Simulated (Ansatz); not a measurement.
`[CH3][Sn][SH]` + NH₃ → `[CH3][Sn][NH2]` + H₂S  (ligand exchange at the Sn–S bond)

Computed with Ansatz on PBE0-D4/def2-TZVP structures; ΔE is electronic, products minus reactants. CCSD(T)/CBS adds triple-zeta CCSD(T) − MP2 to the extrapolated MP2 energy (def2 sets, frozen cores). This one scheme is used for every species. DFT in def2-TZVPP. def2 core potentials past Kr. For Sn outer-core shells are correlated without core-valence functions, which leaves a few kJ/mol of doubt a bond. One conformer a species, not always the lowest.

```
             level  ΔE (kJ/mol)
       LDA (SPW92)         61.2
          PBE-QIDH         65.7
              BLYP         60.5
           LC-ωPBE         57.2
     CCSD/def2-SVP         56.5
  CCSD(T)/def2-SVP         55.7
SCS-MP2/def2-TZVPP         58.0
SCS-MP2/def2-QZVPP         59.9
```

**Question.** What does CCSD(T)/CBS give? (An estimate is asked.)

**Answer.** Ansatz gave: +62.0 kJ/mol. The listed levels differ from it by -0.8, 3.7, -1.5, -4.8, -5.5, -6.3, -4.0, -2.1 kJ/mol.

Largest T1 diagnostic among the species: 0.016.

In def2-TZVPP, CCSD(T) changes the Hartree–Fock value by −6.0 kJ/mol (the triples alone add +0.3 kJ/mol) and MP2 by −3.4 kJ/mol. Leaving LDA and LC-ωPBE aside and taking each functional with its dispersion term where it has one, the values, not all of them listed here, spread over 12.2 kJ/mol, from CAM-B3LYP-D4 to HSE06-D4. LDA lies −4.6 kJ/mol from PBE without D4. At CCSD(T), def2-SVP lies −6.3 kJ/mol from the extrapolated value and def2-TZVPP −3.7 kJ/mol.
